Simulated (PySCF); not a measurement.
Some computed properties have been withheld. Give your best values.

Compound: C₇H₆N₂O.
SMILES: `NC1=CC2=C(C=NC=C2)O1`

Conformer (atom-mapped SMILES and torsion angles): `[NH2:1][c:2]1[cH:3][c:4]2[cH:5][cH:6][n:7][cH:8][c:9]2[o:10]1`: H–N1–C2–C3 26°, H–N1–C2–C3 166°.

```csv
property,level,value
"rotational constants A, B, C of the GFN2-xTB geometry",GFN2-xTB,"4.028, 1.035, 0.824 GHz"
dipole moment,PBE0/def2-SVPD,?
HOMO energy,PBE0/def2-SVPD,-6.17 eV
LUMO energy,PBE0/def2-SVPD,?
lowest singlet excitation,TDDFT PBE0/def2-SVPD,"4.95 eV (250 nm, f = 0.202)"
lowest triplet excitation (Tamm–Dancoff),TDA PBE0/def2-SVPD,3.61 eV
static isotropic polarisability,PBE0/def2-SVPD,?
electronic spatial extent ⟨r²⟩ about the centre of nuclear charge,PBE0/def2-SVPD,1335 bohr²
13C chemical shifts (computed TMS as zero) by class,GIAO PBE0/pcSseg-1,"165.8 (1 C), 153.6 (1 C), 148.7 (1 C), 144.2 (1 C), 135.4 (1 C), 116.7 (1 C), 83.2 (1 C) ppm"
1H chemical shifts (computed TMS as zero) by class,GIAO PBE0/pcSseg-1,?
"isotropic shieldings of nuclei other than C and H, by class",GIAO PBE0/pcSseg-1,"-62 (1 N), 197 (1 N), 100 (1 O) ppm"
```

Electronic properties: PySCF, gas phase, density fitting. NMR classes are plain means over equivalent atoms (diastereotopic ones count apart unless rotation or inversion swaps them), as if these changed places fast; in this geometry the members of some classes differ.

Task: What is the LUMO energy?

Result: -0.56 eV.

Task: What is the static isotropic polarisability?

Result: 99.6 au.

Task: What are the 1H chemical shifts (computed TMS as zero) by class?

Result: 8.77 (1 H), 8.61 (1 H), 7.40 (1 H), 5.68 (1 H), 3.95 (2 H) ppm.

Task: Give the dipole moment.

Result: 4.98 D.

The vertical singlet–triplet gap S1 − T1 is 1.34 eV (TDDFT singlet less Tamm–Dancoff triplet; S1: HOMO→LUMO, weight 0.71; T1: HOMO→LUMO, weight 0.89). The 6 singlets span 4.95 to 5.90 eV, and their oscillator strengths add up to 0.47. The polarisability is 14.76 Å³ as a volume (1 au = 0.148185 Å³), or 1.42 au for each of the 70 electrons. In atomic units the dipole is 1.96 e·bohr (1 au = 2.5417 D).
